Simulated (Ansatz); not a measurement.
Ansatz (a program for electronic structure) input (B3LYP-D3(BJ)/def2-TZVP):

Ansatz 0.2 input:
```yaml
crystal:
  periodic: [false, false, false]
  atoms:
    - {symbol: O, position_ang: [-0.00000000, -0.00000000, -1.13481261]}
    - {symbol: C, position_ang: [0.00000000, 0.00000000, 0.04054995]}
    - {symbol: N, position_ang: [0.00000000, 0.00000000, 1.26217160]}
basis:
  gaussian:
    orbitals: def2-TZVP
hamiltonian:
  xc: b3lyp
  dispersion: d3bj
magnetization: {spin_polarized: true, initial_magnetization: 1}
phonons: {temperatures: {t_min: 298.15, t_max: 298.15, t_step: 100}}
```

Output:

```
Functional definition: B3LYP
integrals: 0.01 GiB planned
486 factors; their error is unknown
mean field: 0.24 GiB planned
mean field evaluation 1: about -4570.8973 eV, gradient 2.8e1 eV
mean field evaluation 2: about -4568.9804 eV, gradient 3.6e1 eV
mean field evaluation 4: about -4573.5083 eV, gradient 2.2e0 eV
mean field evaluation 8: about -4573.5291 eV, gradient 1.2e-1 eV
mean field evaluation 16: about -4573.5425 eV, gradient 4.6e-5 eV
mean field -4573.54250589 eV, -168.0745870330 hartree, gradient 4.6e-5 eV, S^2 0.762376; 0 other end points of the search recorded, 0 dependent functions left out
the calculation of the forces begins
reference -4573.54266868 eV, -168.0745930154 hartree; 11, 10 occupied and 82, 83 virtual orbitals, 486 factors
these checks for a lower state are left out or cut short: stability, starts, cluster_reference, orbital_swaps, neighbouring_geometries, increment
integrals: 0.01 GiB planned
486 factors; their error is unknown
mean field: 0.24 GiB planned
mean field -4573.54249915 eV, -168.0745867854 hartree, gradient 1.7e-6 eV, S^2 0.762376; 0 other end points of the search recorded, 0 dependent functions left out
the calculation of the forces begins
reference -4573.54266194 eV, -168.0745927678 hartree; 11, 10 occupied and 82, 83 virtual orbitals, 486 factors
these checks for a lower state are left out or cut short: stability, starts, cluster_reference, orbital_swaps, neighbouring_geometries, increment
integrals: 0.01 GiB planned
486 factors; their error is unknown
mean field: 0.24 GiB planned
mean field evaluation 32: about -4573.5425 eV, gradient 1.7e-6 eV
mean field -4573.54249915 eV, -168.0745867854 hartree, gradient 1.7e-6 eV, S^2 0.762376; 0 other end points of the search recorded, 0 dependent functions left out
the calculation of the forces begins
reference -4573.54266194 eV, -168.0745927678 hartree; 11, 10 occupied and 82, 83 virtual orbitals, 486 factors
these checks for a lower state are left out or cut short: stability, starts, cluster_reference, orbital_swaps, neighbouring_geometries, increment
integrals: 0.01 GiB planned
486 factors; their error is unknown
mean field: 0.24 GiB planned
mean field -4573.54249681 eV, -168.0745866991 hartree, gradient 1.7e-6 eV, S^2 0.762376; 0 other end points of the search recorded, 0 dependent functions left out
the calculation of the forces begins
reference -4573.54265959 eV, -168.0745926816 hartree; 11, 10 occupied and 82, 83 virtual orbitals, 486 factors
these checks for a lower state are left out or cut short: stability, starts, cluster_reference, orbital_swaps, neighbouring_geometries, increment
integrals: 0.01 GiB planned
486 factors; their error is unknown
mean field: 0.24 GiB planned
mean field -4573.54249681 eV, -168.0745866991 hartree, gradient 1.7e-6 eV, S^2 0.762376; 0 other end points of the search recorded, 0 dependent functions left out
the calculation of the forces begins
reference -4573.54265959 eV, -168.0745926816 hartree; 11, 10 occupied and 82, 83 virtual orbitals, 486 factors
these checks for a lower state are left out or cut short: stability, starts, cluster_reference, orbital_swaps, neighbouring_geometries, increment
integrals: 0.01 GiB planned
486 factors; their error is unknown
mean field: 0.24 GiB planned
mean field -4573.54222968 eV, -168.0745768823 hartree, gradient 1.8e-6 eV, S^2 0.762190; 0 other end points of the search recorded, 0 dependent functions left out
the calculation of the forces begins
reference -4573.54239236 eV, -168.0745828610 hartree; 11, 10 occupied and 82, 83 virtual orbitals, 486 factors
these checks for a lower state are left out or cut short: stability, starts, cluster_reference, orbital_swaps, neighbouring_geometries, increment
integrals: 0.01 GiB planned
486 factors; their error is unknown
mean field: 0.24 GiB planned
mean field evaluation 64: about -4573.5423 eV, gradient 1.7e-6 eV
mean field -4573.54225230 eV, -168.0745777136 hartree, gradient 1.7e-6 eV, S^2 0.762564; 0 other end points of the search recorded, 0 dependent functions left out
the calculation of the forces begins
reference -4573.54241519 eV, -168.0745836997 hartree; 11, 10 occupied and 82, 83 virtual orbitals, 486 factors
these checks for a lower state are left out or cut short: stability, starts, cluster_reference, orbital_swaps, neighbouring_geometries, increment
integrals: 0.01 GiB planned
486 factors; their error is unknown
mean field: 0.24 GiB planned
mean field -4573.54247993 eV, -168.0745860790 hartree, gradient 1.8e-6 eV, S^2 0.762376; 0 other end points of the search recorded, 0 dependent functions left out
the calculation of the forces begins
reference -4573.54264272 eV, -168.0745920615 hartree; 11, 10 occupied and 82, 83 virtual orbitals, 486 factors
these checks for a lower state are left out or cut short: stability, starts, cluster_reference, orbital_swaps, neighbouring_geometries, increment
integrals: 0.01 GiB planned
486 factors; their error is unknown
mean field: 0.24 GiB planned
mean field -4573.54247993 eV, -168.0745860790 hartree, gradient 1.8e-6 eV, S^2 0.762376; 0 other end points of the search recorded, 0 dependent functions left out
the calculation of the forces begins
reference -4573.54264272 eV, -168.0745920615 hartree; 11, 10 occupied and 82, 83 virtual orbitals, 486 factors
these checks for a lower state are left out or cut short: stability, starts, cluster_reference, orbital_swaps, neighbouring_geometries, increment
integrals: 0.01 GiB planned
486 factors; their error is unknown
mean field: 0.24 GiB planned
mean field -4573.54247090 eV, -168.0745857471 hartree, gradient 1.7e-6 eV, S^2 0.762376; 0 other end points of the search recorded, 0 dependent functions left out
the calculation of the forces begins
reference -4573.54263369 eV, -168.0745917295 hartree; 11, 10 occupied and 82, 83 virtual orbitals, 486 factors
these checks for a lower state are left out or cut short: stability, starts, cluster_reference, orbital_swaps, neighbouring_geometries, increment
integrals: 0.01 GiB planned
486 factors; their error is unknown
mean field: 0.24 GiB planned
mean field evaluation 96: about -4573.5425 eV, gradient 1.7e-6 eV
mean field -4573.54247090 eV, -168.0745857471 hartree, gradient 1.7e-6 eV, S^2 0.762376; 0 other end points of the search recorded, 0 dependent functions left out
the calculation of the forces begins
reference -4573.54263369 eV, -168.0745917295 hartree; 11, 10 occupied and 82, 83 virtual orbitals, 486 factors
these checks for a lower state are left out or cut short: stability, starts, cluster_reference, orbital_swaps, neighbouring_geometries, increment
integrals: 0.01 GiB planned
486 factors; their error is unknown
mean field: 0.24 GiB planned
mean field -4573.54211769 eV, -168.0745727667 hartree, gradient 1.6e-6 eV, S^2 0.762611; 0 other end points of the search recorded, 0 dependent functions left out
the calculation of the forces begins
reference -4573.54228049 eV, -168.0745787496 hartree; 11, 10 occupied and 82, 83 virtual orbitals, 486 factors
these checks for a lower state are left out or cut short: stability, starts, cluster_reference, orbital_swaps, neighbouring_geometries, increment
integrals: 0.01 GiB planned
486 factors; their error is unknown
mean field: 0.24 GiB planned
mean field -4573.54211580 eV, -168.0745726975 hartree, gradient 1.8e-6 eV, S^2 0.762142; 0 other end points of the search recorded, 0 dependent functions left out
the calculation of the forces begins
reference -4573.54227858 eV, -168.0745786794 hartree; 11, 10 occupied and 82, 83 virtual orbitals, 486 factors
these checks for a lower state are left out or cut short: stability, starts, cluster_reference, orbital_swaps, neighbouring_geometries, increment
integrals: 0.01 GiB planned
486 factors; their error is unknown
mean field: 0.24 GiB planned
mean field -4573.54249965 eV, -168.0745868038 hartree, gradient 1.7e-6 eV, S^2 0.762376; 0 other end points of the search recorded, 0 dependent functions left out
the calculation of the forces begins
reference -4573.54266244 eV, -168.0745927862 hartree; 11, 10 occupied and 82, 83 virtual orbitals, 486 factors
these checks for a lower state are left out or cut short: stability, starts, cluster_reference, orbital_swaps, neighbouring_geometries, increment
integrals: 0.01 GiB planned
486 factors; their error is unknown
mean field: 0.24 GiB planned
mean field evaluation 128: about -4573.5425 eV, gradient 1.7e-6 eV
mean field -4573.54249965 eV, -168.0745868038 hartree, gradient 1.7e-6 eV, S^2 0.762376; 0 other end points of the search recorded, 0 dependent functions left out
the calculation of the forces begins
reference -4573.54266244 eV, -168.0745927862 hartree; 11, 10 occupied and 82, 83 virtual orbitals, 486 factors
these checks for a lower state are left out or cut short: stability, starts, cluster_reference, orbital_swaps, neighbouring_geometries, increment
integrals: 0.01 GiB planned
486 factors; their error is unknown
mean field: 0.24 GiB planned
mean field -4573.54249748 eV, -168.0745867240 hartree, gradient 1.7e-6 eV, S^2 0.762376; 0 other end points of the search recorded, 0 dependent functions left out
the calculation of the forces begins
reference -4573.54266027 eV, -168.0745927064 hartree; 11, 10 occupied and 82, 83 virtual orbitals, 486 factors
these checks for a lower state are left out or cut short: stability, starts, cluster_reference, orbital_swaps, neighbouring_geometries, increment
integrals: 0.01 GiB planned
486 factors; their error is unknown
mean field: 0.24 GiB planned
mean field -4573.54249748 eV, -168.0745867240 hartree, gradient 1.7e-6 eV, S^2 0.762376; 0 other end points of the search recorded, 0 dependent functions left out
the calculation of the forces begins
reference -4573.54266027 eV, -168.0745927064 hartree; 11, 10 occupied and 82, 83 virtual orbitals, 486 factors
these checks for a lower state are left out or cut short: stability, starts, cluster_reference, orbital_swaps, neighbouring_geometries, increment
integrals: 0.01 GiB planned
486 factors; their error is unknown
mean field: 0.24 GiB planned
mean field -4573.54229516 eV, -168.0745792890 hartree, gradient 1.8e-6 eV, S^2 0.762328; 0 other end points of the search recorded, 0 dependent functions left out
the calculation of the forces begins
reference -4573.54245804 eV, -168.0745852745 hartree; 11, 10 occupied and 82, 83 virtual orbitals, 486 factors
these checks for a lower state are left out or cut short: stability, starts, cluster_reference, orbital_swaps, neighbouring_geometries, increment
integrals: 0.01 GiB planned
486 factors; their error is unknown
mean field: 0.24 GiB planned
mean field evaluation 160: about -4573.5423 eV, gradient 1.7e-6 eV
mean field -4573.54227343 eV, -168.0745784903 hartree, gradient 1.7e-6 eV, S^2 0.762423; 0 other end points of the search recorded, 0 dependent functions left out
the calculation of the forces begins
reference -4573.54243613 eV, -168.0745844695 hartree; 11, 10 occupied and 82, 83 virtual orbitals, 486 factors
Total energy: -4573.59545306 eV, -168.0765328055 hartree
Atom 0 at    -0.000000    -0.000000    -1.134813 Å, force     0.000000     0.000000     0.000020 eV/Å
Atom 1 at     0.000000     0.000000     0.040550 Å, force    -0.000000    -0.000000     0.000038 eV/Å
Atom 2 at     0.000000     0.000000     1.262172 Å, force     0.000000     0.000000    -0.000058 eV/Å
Dipole moment:     0.000000     0.000000    -0.152137 e Å
Vibrations: 513.34 595.99 1298.16 1987.96 cm⁻¹, zero-point energy 0.272483 eV
```

It need not be the lowest isomer of its formula.
